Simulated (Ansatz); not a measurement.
`[F][SnH2][F]` and `[F][SnH2][I]` differ in one atom or group.

Ansatz, PBE0-D4/def2-TZVP geometries, multiplicity 1. 

Elements past krypton have def2 core potentials.

| property | `[F][SnH2][F]` |
| --- | --- |
| HOMO–LUMO gap (PBE0/def2-TZVPP) / eV | 8.91 |
| HOMO–LUMO gap (PBE/def2-TZVPP) / eV | 6.35 |
| HOMO energy (B3LYP/def2-TZVPP) / eV | -9.66 |
| size of the dipole moment (B3LYP/def2-TZVPP) / D | 3.43 |
| LUMO energy (PBE/def2-TZVPP) / eV | -1.95 |
| LUMO energy (PBE0/def2-TZVPP) / eV | -0.96 |

Give the same properties after the change, and the shifts. (Estimate.)

Ansatz gave: 
| property | `[F][SnH2][I]` | shift |
| --- | --- | --- |
| HOMO–LUMO gap (PBE0/def2-TZVPP) / eV | 6.25 | -2.66 |
| HOMO–LUMO gap (PBE/def2-TZVPP) / eV | 4.25 | -2.10 |
| HOMO energy (B3LYP/def2-TZVPP) / eV | -7.69 | 1.97 |
| size of the dipole moment (B3LYP/def2-TZVPP) / D | 2.57 | -0.86 |
| LUMO energy (PBE/def2-TZVPP) / eV | -2.53 | -0.58 |
| LUMO energy (PBE0/def2-TZVPP) / eV | -1.69 | -0.73 |

With PBE0 the HOMO rises by 1.93 eV and the LUMO falls by 0.73 eV, so the gap narrows by about 2.66 eV. PBE moves the HOMO by 1.51 eV and ωB97M-V by 2.06 eV. Dipoles are sizes alone; their direction can turn.

B3LYP here is the variant with VWN-RPA as its local correlation; programs differ in this.

Spin–orbit coupling is left out; it splits and shifts lone-pair levels of the heavy atoms by tenths of an eV.
